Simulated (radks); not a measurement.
Spherical quantum dot in the effective-mass picture: electrons in a hard-walled sphere of radius 2.28, all in effective atomic units (hartree* = m*/eps^2 hartree, bohr* = eps/m* bohr), one dielectric constant everywhere. Calculated with a radial shooting solver with Libxc functionals: non-relativistic Kohn-Sham, LDA (Slater exchange, Perdew-Wang correlation), spin-polarised, spherical densities. Levels are named by radial order and angular momentum (1s, 1p, 1d, 2s, ...), and open shells are averaged over m. Each electron was tried in the lowest free levels, single moves between levels near the top were tried too, and the lowest total energy was kept; such a search can miss a lower state. At N = 1 the Hartree and exchange-correlation terms need not cancel, so that row can carry a self-interaction error.

N        open shells  2S  E (hartree*)  addition energy mu(N+1) - mu(N) (hartree*)  e(HOMO) (hartree*)  rms radius (bohr*)
1   1s(up 1, down 0)   1      0.976648                                      0.7110              1.2496               1.220
2               none   0       2.66427                                       1.465              1.9688               1.255
3   1p(up 1, down 0)   1       5.81645                                      0.5567              3.4267               1.330
4   1p(up 2, down 0)   2       9.52531                                      0.5714              3.9932               1.371
5   1p(up 3, down 0)   3       13.8055                                      0.7354              4.5681               1.398
6   1p(up 3, down 1)   2       18.8211                                      0.5474              5.2864               1.420
7   1p(up 3, down 2)   1       24.3841                                      0.5594              5.8414               1.438
8               none   0       30.5064                                       1.639              6.4040               1.453
9   1d(up 1, down 0)   1       38.2674                                      0.5400              8.0303               1.474
10  1d(up 2, down 0)   2       46.5683                                      0.5430              8.5721               1.491
11  1d(up 3, down 0)   3       55.4123                                      0.5448              9.1161               1.506
12  1d(up 4, down 0)   4       64.8010                                      0.5459              9.6616               1.519
13  1d(up 5, down 0)   5       74.7357                                      0.6975              10.208               1.530
14  1d(up 5, down 1)   4       85.3678                                      0.5326              10.898               1.540
15  1d(up 5, down 2)   3       96.5325                                      0.5355              11.432               1.550
16  1d(up 5, down 3)   2       108.233                                      0.5373              11.969               1.558
17  1d(up 5, down 4)   1       120.470                                      0.5385              12.507               1.566
18              none   0       133.246                                       1.824              13.046               1.573
19  1f(up 1, down 0)   1       147.847                                      0.5260              14.863               1.582
20  1f(up 2, down 0)   2       162.973                                      0.5268              15.390               1.590
21  1f(up 3, down 0)   3       178.626                                      0.5274              15.917               1.598
22  1f(up 4, down 0)   4       194.806                                      0.5278              16.444               1.605
23  1f(up 5, down 0)   5       211.515                                      0.5281              16.972               1.611
24  1f(up 6, down 0)   6       228.751                                      0.5282              17.500               1.618
25  1f(up 7, down 0)   7       246.515                                      0.6715              18.029               1.623
26  1f(up 7, down 1)   6       264.952                                      0.5209              18.696               1.629
27  1f(up 7, down 2)   5       283.908                                      0.5217              19.218               1.634
28  1f(up 7, down 3)   4       303.387                                      0.5224              19.740               1.639
29  1f(up 7, down 4)   3       323.388                                      0.5229              20.262               1.644
30  1f(up 7, down 5)   2       343.912                                           -              20.785               1.648

All shells are closed at N = 2, 8, 18 (there: 1s2 1p6 1d10); the second difference of the energy has clear peaks (12 % above both neighbours; the first and last values, which can be the largest, are not judged, and half-filled shells can peak too) at N = 2, 5, 8, 13, 18, 25.
